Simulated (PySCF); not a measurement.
Electron correlation in Pb(2+) (lead, charge +2)

[Xe] 4f14 5d10 6s2, closed-shell 1S. All numbers are calculated (PySCF 2.14, the spin-free X2C one-electron Hamiltonian (Gaussian nucleus), in aug-cc-pwCVTZ-DK3). Frozen: [Kr] 4d10 4f14; 20 electrons correlated.

MP2 pair energies summed by pair of shells (mhartree):

```
 pair   energy  share (%)
5d-5d  -287.85       45.4
5p-5d  -119.82       18.9
5d-6s  -116.87       18.4
5p-5p   -33.80        5.3
6s-6s   -21.61        3.4
5s-5d   -20.84        3.3
5s-5p   -15.80        2.5
5p-6s   -13.39        2.1
5s-5s    -2.78        0.4
5s-6s    -1.18        0.2
```

Total MP2 correlation energy: -633.95 mhartree.

Same-spin part -215.36 and opposite-spin part -418.59 mhartree; SCS-MP2 scales them by 1/3 and 6/5 to -574.09 mhartree.
